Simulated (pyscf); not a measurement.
# `[O][Si]([SiH3])([SiH3])[SiH3]`, doublet

Gas-phase minimum from PySCF at ωB97X-D3(BJ)/def2-SVP, one conformer. •O–Si(SiH₃)(SiH₃)–SiH₃ lies 48.9 kcal/mol over its isomer H₃Si–O–Si•(SiH₃)–SiH₃ (electronic energy, ωB97M-D3(BJ)/def2-TZVP). 

```xyz
14

O      1.6064     2.2276     0.3041
Si     0.7486     0.9078    -0.1977
Si     1.2309    -1.0876     0.9262
Si    -1.3409     1.6642     0.5971
Si     0.5490     0.6626    -2.5169
H      0.2278    -2.1096     0.4994
H      1.1286    -0.8807     2.3995
H      2.5967    -1.5804     0.5834
H     -1.2831     1.8320     2.0744
H     -2.3435     0.6153     0.2432
H     -1.6926     2.9467    -0.0704
H      0.0375     1.9277    -3.1186
H     -0.4230    -0.4403    -2.7836
H      1.8608     0.3096    -3.1337
```
Charge 0, spin multiplicity 2.

Bonds (Å): O1–Si2 1.652, Si2–Si3 2.340, Si2–Si4 2.360, Si2–Si5 2.341, Si3–H6 1.494, Si3–H7 1.491, Si3–H8 1.492, Si4–H9 1.488, Si4–H10 1.494, Si4–H11 1.488, Si5–H12 1.491, Si5–H13 1.494, Si5–H14 1.492. Angles (°): O1–Si2–Si3 115.4, O1–Si2–Si4 95.8, O1–Si2–Si5 115.4, Si3–Si2–Si4 107.1, Si3–Si2–Si5 113.8, Si4–Si2–Si5 107.0, Si2–Si3–H6 107.9, Si2–Si3–H7 110.0, Si2–Si3–H8 111.1, H6–Si3–H7 109.3, H6–Si3–H8 108.8, H7–Si3–H8 109.6, Si2–Si4–H9 109.6, Si2–Si4–H10 106.8 (the first ones only).

Properties at ωB97X-D3(BJ)/def2-SVP:

| Property | Result |
|---|---|
| Harmonic wavenumbers, unscaled | 71, 78, 79, 89, 98, 104, 121, 160, 340, 425, 432, 462, 494, 526, 549, 555, 562, 804, 859, 881, 907, 942, 945, 945, 949, 949, 952, 2236, 2239, 2244, 2251, 2254, 2259, 2260, 2271, 2282 cm⁻¹ |
| Zero-point energy | 49.4 kcal/mol |
| Rotational symmetry number | 1 |
| Entropy of this conformer at 298 K and 1 atm, rigid rotor and harmonic oscillator, modes under 100 cm⁻¹ raised to 100 | 441.7 J/(mol K) |
| Dipole moment | 1.89 D |
| Spin expectation value S2 | 0.760 |

Single-point totals, which compare only within one level:

| level | total energy (hartree) |
|---|---|
| ωB97X-D3(BJ)/def2-TZVP | -1238.75774 |
| PBE/def2-TZVP | -1237.93831 |
| r²SCAN/def2-TZVP | -1238.48548 |
| B3LYP-D3(BJ)/def2-TZVP | -1238.74782 |
| PBE0-D3(BJ)/def2-TZVP | -1238.06653 |
| M06-2X/def2-TZVP | -1238.48747 |
| ωB97M-D3(BJ)/def2-TZVP | -1238.79955 |

Soft torsions are taken as harmonic, which can shift the entropy by several J/(mol K).
